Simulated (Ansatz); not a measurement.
`[Cl][Al]([Cl])[SeH]` + `N=C=O` → `O=C=[N][Al]([Cl])[Cl]` + H₂Se  (ligand exchange at the Al–Se bond)

Computed with Ansatz on PBE0-D4/def2-TZVP structures; ΔE is electronic, products minus reactants. CCSD(T)/CBS is the MP2 limit (def2-TZVPP, def2-QZVPP) plus CCSD(T) − MP2 in def2-TZVPP, frozen cores. This one scheme is used for every species. Functionals use def2-TZVPP. B3LYP here is the variant with VWN-RPA as its local correlation; programs differ in this. For Se outer-core shells are correlated without core-valence functions, which leaves a few kJ/mol of doubt a bond. Scalar relativity is left out up to krypton. Each species was taken in one conformer, which may not be the lowest.

```csv
level,ΔE (kcal/mol),difference from CCSD(T)/CBS
PBE-D4,-1.6,2.3
revPBE-D4,-2.1,1.8
BLYP-D4,-4.6,-0.7
B97M-V,-6.0,-2.1
ωB97X-V,-5.0,-1.1
ωB97M-V,-4.6,-0.7
B2PLYP,-5.4,-1.5
revPBE,-1.9,2.0
r2SCAN,-3.8,0.1
B3LYP,-5.6,-1.7
BHLYP,-7.0,-3.1
LC-ωPBE,-4.7,-0.8
HF/def2-TZVPP,-8.9,-5.0
MP2/def2-TZVPP,-4.7,-0.8
CCSD(T)/def2-TZVPP,-5.2,-1.3
HF/def2-QZVPP,-9.2,-5.3
CCSD(T)/CBS,-3.9,0
```

Largest T1 diagnostic among the species: 0.018.

From BLYP to BHLYP (50 % exact exchange), in def2-TZVPP and without D4, ΔE moves by −2.1 kcal/mol. In def2-TZVPP, CCSD(T) changes the Hartree–Fock value by +3.8 kcal/mol (the triples alone add +0.8 kcal/mol) and MP2 by +4.2 kcal/mol. Leaving LDA and LC-ωPBE aside and taking each functional with its dispersion term where it has one, the values, not all of them listed here, spread over 4.9 kcal/mol, from CAM-B3LYP-D4 to PBE-D4.
